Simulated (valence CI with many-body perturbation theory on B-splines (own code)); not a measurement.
Results of a calculation; reference values are marked as such.
# Hg LXVI: what each term of the Hamiltonian does

Method: valence CI with perturbative core correlation (CI+MBPT): five valence electrons over a frozen Dirac-Fock core [Ne], radial functions for each j: 9 s, 9 p, 8 d, 6 f, 3 g, 1 h, with the one-electron correlation potential Σ1, the two-electron term Σ2, the three-electron term Σ3, Breit, model QED; selected CI, second order for the rest (own B-spline code, finite nucleus).

The last digits are not significant, and no measured levels were compared; by estimate large intervals hold to a few tenths of a per cent, small ones and those within an open d or f shell to about a per cent. Among the levels kept, up to 630 cm⁻¹ of a level comes from second order outside the variational space, and about a tenth of that is noise between levels of different J, which matters for small intervals.

Each rung adds one term. CI alone is the Dirac-Coulomb CI over the frozen core; QED comes last and gives the full result, which names the levels. Energies are above (3s^2 3p1/2^2 3p3/2) J=3/2 on the same rung, in × 10³ cm⁻¹.

Levels are named by their leading jj configuration (3d3/2^4 stands for four electrons in 3d with j = 3/2), which in mixed levels can hold well under half, so a name can repeat and another be missing. Letters in brackets count levels of one name in rising energy.

```csv
Level,CI alone
(3s^2 3p1/2^2 3d3/2) J=3/2,2071.6
(3s^2 3p1/2^2 3d5/2) J=5/2,3158.8
(3s^2 3p1/2 3p3/2^2) J=3/2,4092.3
(3s^2 3p1/2 3p3/2^2) J=5/2,4202.4
(3s^2 3p1/2 3p3/2^2) J=1/2,4332.4
(3s 3p1/2^2 3p3/2^2) J=5/2,5704.5
(3s 3p1/2^2 3p3/2^2) J=3/2,5959.4
(3s 3p1/2^2 3p3/2^2) J=1/2,5981.2
(3s^2 3p1/2 3p3/2 3d3/2) J=5/2 [a],6144.5
(3s^2 3p1/2 3p3/2 3d3/2) J=1/2 [a],6167.8
(3s^2 3p1/2 3p3/2 3d3/2) J=3/2 [a],6177.6
(3s^2 3p1/2 3p3/2 3d3/2) J=7/2,6260.4
(3s^2 3p1/2 3p3/2 3d3/2) J=5/2 [b],6525.0
(3s^2 3p1/2 3p3/2 3d3/2) J=1/2 [b],6618.5
(3s^2 3p1/2 3p3/2 3d3/2) J=3/2 [b],6635.6
(3s^2 3p1/2 3p3/2 3d5/2) J=7/2 [a],7103.2
```

Task: What do these energies become with core correlation, Breit and QED?

Result: (3s^2 3p1/2^2 3d3/2) J=3/2 2048.6 (-23.06); (3s^2 3p1/2^2 3d5/2) J=5/2 3112.1 (-46.66); (3s^2 3p1/2 3p3/2^2) J=3/2 4051.9 (-40.39); (3s^2 3p1/2 3p3/2^2) J=5/2 4154.9 (-47.48); (3s^2 3p1/2 3p3/2^2) J=1/2 4292.6 (-39.77); (3s 3p1/2^2 3p3/2^2) J=5/2 5649.8 (-54.75); (3s 3p1/2^2 3p3/2^2) J=3/2 5903.9 (-55.51); (3s 3p1/2^2 3p3/2^2) J=1/2 5931.1 (-50.10); (3s^2 3p1/2 3p3/2 3d3/2) J=5/2 [a] 6074.4 (-70.15); (3s^2 3p1/2 3p3/2 3d3/2) J=1/2 [a] 6105.7 (-62.09); (3s^2 3p1/2 3p3/2 3d3/2) J=3/2 [a] 6110.9 (-66.67); (3s^2 3p1/2 3p3/2 3d3/2) J=7/2 6183.0 (-77.37); (3s^2 3p1/2 3p3/2 3d3/2) J=5/2 [b] 6451.9 (-73.12); (3s^2 3p1/2 3p3/2 3d3/2) J=1/2 [b] 6551.1 (-67.39); (3s^2 3p1/2 3p3/2 3d3/2) J=3/2 [b] 6564.1 (-71.48); (3s^2 3p1/2 3p3/2 3d5/2) J=7/2 [a] 7018.5 (-84.72).

Task: How does the ionisation energy move along the ladder, and which term matters most?

Result: CI alone 7355.4, + Σ1 7356.4, + Σ2 7356.6, + Σ3 7356.1, + Breit 7349.4, + QED 7348.5 eV. The largest step is Breit, -6.7 eV. NIST lists 7350 ± 30 eV (theoretical).
